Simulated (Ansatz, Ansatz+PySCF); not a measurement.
```xyz
17

C     0.0000   -0.2943   -2.3434
C     0.0000    0.4758   -1.1752
C     0.0000   -0.2879    0.0000
C     0.0000    0.4758    1.1752
C     0.0000   -0.2943    2.3434
H     0.0000    0.2849   -3.1742
H     0.8164   -0.8939   -2.3894
H    -0.8164   -0.8939   -2.3894
H    -0.8093    1.0906   -1.1722
H     0.8093    1.0906   -1.1722
H     0.8099   -0.9038    0.0000
H    -0.8099   -0.9038    0.0000
H    -0.8093    1.0906    1.1722
H     0.8093    1.0906    1.1722
H     0.0000    0.2849    3.1742
H    -0.8164   -0.8939    2.3894
H     0.8164   -0.8939    2.3894
```

Basis set: def2-SVP (spherical functions). Correlated methods keep 5 orbitals frozen. Charge 0, multiplicity 1.

Computed with Ansatz (development build ahead of 0.2.0); each method stands on the lowest determinant of its kind that the runs found. Restricted open shells among the atoms or ions are ROHF, correlated in semicanonical orbitals with singles.

The atomization energy at this shape (free ground-state atoms in the same class of orbitals less the molecule, no zero-point energy) of singlet C5H12:

```tsv
method	atomization energy
RHF-MP2	6164.8 kJ/mol
UHF-MP2	6160.9 kJ/mol
UHF	4917.4 kJ/mol
```

(1) What does RHF give?

## Answers

(1) 4970.8 kJ/mol. Caution: the shape is not the minimum.
